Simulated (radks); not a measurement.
The numbers below are computed, except where a source is named.
Question: The mean radii <r> (bohr) of the occupied orbitals of an atom or ion are listed with their occupations. Code: a radial shooting solver on a logarithmic mesh with Libxc functionals. Model: Dirac Kohn-Sham, Slater X-alpha with alpha = 0.859, spin-unpolarised, spherical densities, finite nucleus; Fermi nuclear charge, rms radius of each element as measured or else 0.836 A^(1/3) + 0.57 fm.

orbital  occ.      <r>
1s1/2       2  0.04697
2s1/2       2   0.2083
2p1/2       2   0.1796
2p3/2       4   0.1831
3s1/2       2   0.5574
3p1/2       2   0.5490
3p3/2       4   0.5555
3d3/2       1   0.5157

Name the element and its charge. Open shells, if any, fill j = l - 1/2 first.

Answer: Z = 32, germanium, charge +13: Ge13+ in [Ar] 3d1. The 1s radius gives Z: for a bare nucleus <r> = (2 gamma + 1)/(2Z) with gamma = sqrt(1 - (Z/c)^2), 0.04601 bohr for Z = 32, and screening makes it slightly larger (0.04697 here). The occupations add up to 19, and the charge is Z minus that.
